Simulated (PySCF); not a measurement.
C6H6FO (doublet state).
Numbering: `[O:1]=[C:2][C@@H:3]1[C@H:4]([F:5])[C:6]12[CH2:7][CH2:8]2` (hydrogens: H9 on C3; H10 on C4; H11, H12 on C7; H13, H14 on C8)

Cartesian coordinates in Å at the GFN2-xTB level; atoms count from 1:
```xyz
14
C6H6FO angstrom
O      2.5549   -1.0333    0.5431
C      2.1447   -0.6315   -0.5013
C      1.0121    0.1899   -0.8849
C      0.5283    1.3445    0.0154
F      1.2307    1.6267    1.1397
C     -0.2489    0.1091   -0.0614
C     -0.8336   -0.8755    0.8737
C     -1.6495   -0.3222   -0.2706
H      0.9076    0.3588   -1.9508
H      0.2005    2.2645   -0.4587
H     -1.0572   -0.5493    1.8785
H     -0.4897   -1.8972    0.8134
H     -2.4360    0.3847   -0.0504
H     -1.8644   -0.9696   -1.1077
```

The hyperfine couplings belong to this conformer and change with its torsions.

The calculation used UKS B3LYP, pcH-1 on C F H O, non-relativistic, mean-field spin-orbit, GIAO (PySCF). Isolated species at its GFN2-xTB geometry (one conformer only). The geometry wasn't refined by DFT: couplings that depend on bond lengths, twists or pyramidal angles can differ widely from those at the functional's own minimum. No stability test was run, so a lower SCF solution isn't excluded.

Principal values of hyperfine tensors in MHz (contact and dipolar terms together), for some of the nuclei:

| atom | isotope | A1 | A2 | A3 |
| --- | --- | --- | --- | --- |
| C2 | 13C | 302.73 | 304.70 | 454.38 |
| C3 | 13C | 165.40 | 167.28 | 197.60 |
| O1 | 17O | -154.16 | 11.48 | 18.30 |
| F5 | 19F | -4.29 | 0.70 | 22.11 |
| C6 | 13C | 3.48 | 3.94 | 10.55 |
| C4 | 13C | 0.65 | 1.71 | 10.44 |
| H12 | 1H | 1.67 | 2.19 | 7.16 |
| H13 | 1H | 1.88 | 2.39 | 4.35 |

Split each tensor into its isotropic and traceless parts, and turn a_iso into mT with g = 2.0002.

a_iso = (A1 + A2 + A3)/3, Ti = Ai − a_iso; 1 mT corresponds to 27.995 MHz.

```json
{"atom": "C2", "a_iso (MHz)": "353.93", "a_iso (mT)": "12.643", "T1": "-51.21", "T2": "-49.24", "T3": "100.44"}
{"atom": "C3", "a_iso (MHz)": "176.76", "a_iso (mT)": "6.314", "T1": "-11.36", "T2": "-9.49", "T3": "20.84"}
{"atom": "O1", "a_iso (MHz)": "-41.46", "a_iso (mT)": "-1.481", "T1": "-112.70", "T2": "52.94", "T3": "59.76"}
{"atom": "F5", "a_iso (MHz)": "6.17", "a_iso (mT)": "0.221", "T1": "-10.46", "T2": "-5.48", "T3": "15.94"}
{"atom": "C6", "a_iso (MHz)": "5.99", "a_iso (mT)": "0.214", "T1": "-2.51", "T2": "-2.05", "T3": "4.56"}
{"atom": "C4", "a_iso (MHz)": "4.27", "a_iso (mT)": "0.152", "T1": "-3.61", "T2": "-2.56", "T3": "6.17"}
{"atom": "H12", "a_iso (MHz)": "3.68", "a_iso (mT)": "0.131", "T1": "-2.00", "T2": "-1.49", "T3": "3.49"}
{"atom": "H13", "a_iso (MHz)": "2.87", "a_iso (mT)": "0.103", "T1": "-0.99", "T2": "-0.48", "T3": "1.47"}
```

What spin density at the nucleus of C3 lies behind its contact coupling (g_N = 1.40482)?

a_FC = (2μ0/3) gₑ μB g_N μN ρ(0)/(2S·h) = 800.24 MHz × g_N × ρ(0)/(2S), with ρ in bohr⁻³. With a_FC = 176.76 MHz and 2S = 1, ρ(0) = 0.1572 bohr⁻³.

H9 (1H, g_N = 5.58569) isn't in the table. Its spin density at the nucleus is 0.002908 bohr⁻³. What is its contact coupling?

By the same relation, a_FC = 13.00 MHz. Its full tensor has the principal values 5.11, 6.87, 27.02 MHz.

Name the largest traceless tensor T of the table and describe it.

O1: -112.7, 52.9, 59.8 MHz, nearly axial, close to the ratio +1:+1:−2.

In a single crystal, with the field along each principal axis of the tensor of O1 in turn, what first-order splitting does this nucleus give (isotropic g, quadrupole terms neglected)?

6 lines (I = 5/2), spaced by |A_i|/(g × 13.996): 5.51, 0.41, 0.65 mT along the axes of A1, A2 and A3.
